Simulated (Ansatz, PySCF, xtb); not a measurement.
Stretching the B1–H3 bond in BFHI (SMILES FBI) (multiplicity 1 held, fragments rigid). Energies count from the point at 1.186 Å.
Geometry at that point (charge 0, multiplicity 1):
```csv
atom,x (Å),y (Å),z (Å)
B,-0.2447,-1.3335,0.8064
F,0.7923,-1.7438,1.4967
H,-1.2601,-1.9458,0.8179
I,-0.0877,0.4586,-0.3457
```

| level | energy at R = 3.794 Å (kcal/mol) | cost |
|---|---|---|
| GFN2-xTB | 126.54 | - |
| U-HF/LANL2DZ | 87.30 | - |
| R-HF/def2-TZVPP | 175.71 | - |
| U-HF/def2-TZVPP | 87.25 | - |
| U-PBE/def2-TZVPP | 102.17 | - |
| U-B3LYP/def2-TZVPP | 106.08 | - |
| R-wB97X-V/def2-TZVPP | 159.58 | ×3 |
| U-wB97X-V/def2-TZVPP | 108.05 | - |
| R-MP2/def2-TZVPP | 139.92 | - |
| U-CCSD(T)/def2-TZVPP | 107.07 | - |
| CASSCF(2,2)/def2-TZVPP | 96.84 | - |
| SC-NEVPT2 on CASSCF(2,2)/def2-TZVPP | 103.64 | - |
| FIC-NEVPT4(SD) on CASSCF(2,2)/def2-TZVPP | 106.60 | - |
| FIC-MRCISD+Q on CASSCF(2,2)/def2-TZVPP | 107.12 | - |

The rows run from 87.25 (U-HF/def2-TZVPP) to 175.71 kcal/mol (R-HF/def2-TZVPP). The 3 U-functionals in def2-TZVPP without D3 or D4 span 5.87, from U-PBE to U-wB97X-V.

R- and RO- levels are restricted; in cc, def2 and unpolarised 6-31G sets they are followed outwards from rest. Unrestricted levels (U-) break spin symmetry where that is lower. Active spaces are followed from a long bond inwards. Levels need not reach the same state.

Cores are frozen in the correlated methods. Filled d and f shells under p-block atoms count as core. Rows in LANL2DZ carry no dispersion term and start afresh at each structure. LANL2DZ brings its own core potentials from Na on.

Doubts at one or more of the structures used: a spin-contaminated determinant (U-HF/LANL2DZ, U-HF/def2-TZVPP, U-PBE/def2-TZVPP, U-B3LYP/def2-TZVPP, U-wB97X-V/def2-TZVPP, U-CCSD(T)/def2-TZVPP); a restricted determinant that unrestricted orbitals would lower (R-HF/def2-TZVPP, R-wB97X-V/def2-TZVPP, R-MP2/def2-TZVPP).

Programs: Ansatz (Gaussian orbitals); PySCF for LANL2DZ rows; xtb for the GFN methods. Each number belongs to the level named beside it. In def2 rows elements past Kr take small-core potentials, without spin–orbit coupling. The GFN methods have no spin term and hold the electronic entropy of 300 K.

Costs are rough ratios of core time to R-PBE/def2-TZVPP (about 2.0 s over the structures, on one shared machine); a dash marks a level with no comparable run of its own.

Ansatz is a quantum-chemistry and plane-wave program.
